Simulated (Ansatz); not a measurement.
C₈H₁₈GeN₂⁻, that is Ge(vinyl)2(NMe2)2 with one electron more. Charge -1, multiplicity 2. Geometry PBE-D4/def2-SVP.

```xyz
29

Ge   -0.346    0.223   -0.434
C     0.394    0.690   -2.144
C     0.400    1.966   -2.690
H     0.676   -0.163   -2.790
H     0.139    2.856   -2.090
H     0.624    2.150   -3.758
C    -2.221    0.527   -0.154
C    -3.063   -0.265    0.609
H    -2.667    1.285   -0.826
H    -2.662   -1.047    1.279
H    -4.165   -0.187    0.548
N     0.640    1.192    0.879
C     1.994    1.612    0.675
C     0.164    1.272    2.229
H     2.158    2.681    0.983
H     2.248    1.528   -0.403
H     2.757    1.012    1.253
H    -0.917    1.018    2.263
H     0.698    0.582    2.945
H     0.279    2.304    2.659
N    -0.012   -1.594    0.034
C    -0.712   -2.623   -0.686
C     1.302   -1.976    0.467
H    -0.207   -2.948   -1.643
H    -1.735   -2.277   -0.945
H    -0.820   -3.554   -0.068
H     1.774   -1.141    1.024
H     1.271   -2.864    1.155
H     2.008   -2.260   -0.368
```

Single mean-field runs in def2-TZVP are fitted with def2-universal-jkfit. At PBE-D4/def2-TZVP, PBE0-D4/def2-TZVP the highest occupied level of the relaxed charge -1 doublet lies above zero (up to 2.11 eV). By energy differences it is unbound by 0.24 eV (each at its own geometry, against the charge 0 singlet, at PBE-D4/def2-TZVP) and held by the finite basis.

Problem. Estimate the α-spin orbital energies around the gap (eV) in Ansatz with PBE-D4/def2-TZVP, PBE0-D4/def2-TZVP.

Solution. 
```tsv
orbital	PBE-D4/def2-TZVP	PBE0-D4/def2-TZVP
HOMO−5	-2.95	-4.24
HOMO−4	-2.22	-3.47
HOMO−3	-2.14	-3.36
HOMO−2	-0.83	-2.10
HOMO−1	-0.73	-1.98
HOMO	2.11	1.58
LUMO	2.91	3.49
LUMO+1	3.52	4.30
LUMO+2	4.00	4.79
LUMO+3	4.43	5.25
LUMO+4	4.63	5.45
LUMO+5	4.83	5.67
β HOMO	-0.71	-1.95
β LUMO	2.70	3.66
```
